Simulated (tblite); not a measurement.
Run record: tight-binding relaxation, `[SiH3][C@@H]1C[C@H]([CH2][GeH3])CO1`.

Computed with GFN2-xTB geometry optimisation, gas phase (tblite 0.8.0). Start geometry: from a force field or distance geometry. The command runs a driver script over a list of jobs; the input below is this job's line of settings and its coordinates in Å.

Command:
```bash
OMP_NUM_THREADS=1 python probes_run.py task.json out
```

Input:
```
{"job": {"kind": "relax", "xc": "GFN2-xTB", "basis": "xTB"}, "charge": 0, "multiplicity": 1}
Si    -3.458100    -0.060600    -0.182600
C     -1.708100     0.134200     0.180800
C     -0.728000    -0.359900    -0.897000
C      0.523100     0.166000    -0.198800
C      1.793000    -0.344100    -0.753500
Ge     3.252700     0.432800     0.285600
C      0.205800    -0.316200     1.212300
O     -1.177600    -0.560400     1.265600
H     -3.874000     1.092300    -1.032400
H     -4.269200     0.092200     1.058300
H     -3.864500    -1.246600    -0.927200
H     -1.415700     1.198400     0.341400
H     -0.725600    -1.453800    -0.892700
H     -0.900900     0.108500    -1.868400
H      0.404000     1.279800    -0.210900
H      1.892200     0.118500    -1.773400
H      1.871400    -1.437600    -0.784500
H      3.812900     1.723700    -0.365000
H      4.384300    -0.631300     0.372500
H      2.809700     0.821600     1.724600
H      0.381000     0.488100     1.968300
H      0.781400    -1.226400     1.476300
```

Problem. What does the run print?

Solution. 
```
step      E/eV     max force
  0    -694.43139    3.305
  1    -694.71878    0.837
  2    -694.82343    0.850
  3    -694.92018    0.559
  4    -694.95945    0.479
  5    -694.99198    0.374
  6    -695.01484    0.337
  7    -695.03789    0.329
  8    -695.05715    0.325
  9    -695.07223    0.275
... (135 lines left out)
145    -695.41847    0.060
146    -695.41885    0.044
147    -695.41914    0.038
148    -695.41933    0.031
149    -695.41942    0.039
150    -695.41954    0.023
151    -695.41961    0.020
152    -695.41967    0.012
153    -695.41970    0.012
154    -695.41973    0.009
```

«max force» is the largest atomic force in eV/Å.

Problem. From which step on does the largest force stay under 0.1 eV/Å, and how much energy is left to gain from there?

Solution. From step 55 (0.097 eV/Å), 51.9 meV above the end.

Summary of the converged run: energy lowered by 22.8 kcal/mol over 154 steps; largest atomic force 0.009 eV/Å at the end.

Problem. Where do the atoms end?

Solution. 0.676 Å rms from the input after alignment:
```
atom  x, y, z in Å
Si1   -3.4681   -0.4466   -0.0728
C2    -1.8259    0.5164    0.0080
C3    -0.7506    0.1273   -1.0020
C4     0.5353    0.4277   -0.2258
C5     1.7620   -0.3202   -0.7178
Ge6    3.3661    0.0307    0.3756
C7     0.1224    0.0452    1.1989
O8    -1.2797    0.1890    1.2938
H9    -4.1711   -0.0710   -1.3042
H10   -4.2624   -0.1168    1.1049
H11   -3.1344   -1.8710   -0.0973
H12   -1.9712    1.6077   -0.0321
H13   -0.8009   -0.9400   -1.2292
H14   -0.8336    0.6890   -1.9305
H15    0.7276    1.5060   -0.2638
H16    1.9679   -0.0282   -1.7505
H17    1.5604   -1.3938   -0.7249
H18    3.6094    1.4984    0.5225
H19    4.5832   -0.5616   -0.2621
H20    3.2619   -0.5474    1.7483
H21    0.6035    0.6805    1.9530
H22    0.3879   -1.0020    1.4071
```

The run took 12 s wall, 5.2 s CPU on one thread, Intel Xeon at 2.50 GHz (x86_64), on a shared host.
Labels such as C1 count atoms from 1, the log's own numbers from 0.
